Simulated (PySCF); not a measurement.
Which element holds Cl most strongly?

PBE in PySCF with def2-TZVPPD on every atom (core potentials on Mo), for the lowest determinant that a PBE0 search found; no spin–orbit coupling. D0 is De less the harmonic zero-point energy.

| M | state (unpaired electrons) | Re (Å) | ωe (cm⁻¹) | D0(MCl) (eV) |
| --- | --- | --- | --- | --- |
| B | singlet (closed shell) | 1.732 | 807 | 5.47 |
| Si | doublet (π ↑) | 2.085 | 512 | 4.57 |
| C | doublet (π ↑) | 1.658 | 855 | 4.70 |
| Mo | sextet (σ ↑, π ↑↑, δ ↑↑) | 2.275 | 379 | 3.94 |
| Zn | doublet (σ ↑) | 2.173 | 355 | 2.25 |
| Ga | singlet (closed shell) | 2.237 | 350 | 4.95 |
| Al | singlet (closed shell) | 2.165 | 455 | 5.22 |

Task: Order the elements by D0 and give the energy of BCl + Mo → MoCl + B.

Result: B > Al > Ga > C > Si > Mo > Zn; ΔE = 5.47 − 3.94 = +1.53 eV at PBE/def2-TZVPPD. Close neighbours can swap at other levels.

The metal atom is held in its measured ground configuration; semilocal functionals can put another filling of s and d lower by some tenths of an eV, and De to that atom would be smaller. These are scalar-relativistic numbers at best; spin–orbit coupling would shift them, the dissociation energy most. States were picked by a PBE0 search and need not be the measured ground states. With d or f electrons several states lie close, and the lowest PBE0 determinant need not be the measured ground state.
